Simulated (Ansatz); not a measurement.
The cluster Cu₃F₄. The state is a doublet with charge 0. Geometry r2SCAN-D4/def2-SVP, basis def2-TZVP, Ansatz.

| atom | x (Å) | y (Å) | z (Å) |
| --- | --- | --- | --- |
| Cu1 | -1.3867 | -0.5192 | 0.1810 |
| Cu2 | 0.3230 | 0.7251 | -1.1954 |
| Cu3 | 1.0453 | -0.4919 | 0.8509 |
| F4 | 2.0353 | 0.0489 | -0.6892 |
| F5 | 0.0148 | 1.2502 | 0.7377 |
| F6 | -0.4793 | -1.4092 | 1.5781 |
| F7 | -1.5523 | 0.3960 | -1.4631 |

```
run  HOMO (eV)  LUMO (eV)
  A      -5.87      -5.73
  B      -6.83      -5.20
  C      -5.90      -5.85
  D      -6.25      -5.49
```

HOMO above LUMO, or a gap near zero within one spin, warns that the state may not be the lowest or that an electron is smeared out. Another isomer (doublet) lies 0.03 eV lower at PBE0-D4/def2-TZVP.

HOMO and LUMO are taken over both spins.

Task: The runs used PBE, PBE0, r2SCAN, r2SCANh. Estimate which is which.

Result: A r2SCAN (0 % exact exchange); B PBE0 (25 % exact exchange); C PBE (0 % exact exchange); D r2SCANh (10 % exact exchange). Exact exchange lowers occupied and raises empty levels; among semilocal functionals meta-GGAs tend to open the gap a little, and such runs are hard to tell apart. The gap grows from 0.05 eV (PBE) to 1.63 eV (PBE0). At r2SCAN-D4/def2-TZVP, PBE-D4/def2-TZVP the gap within one spin of the charge 0 doublet nearly closes, so an electron or hole may be smeared out by delocalisation error.
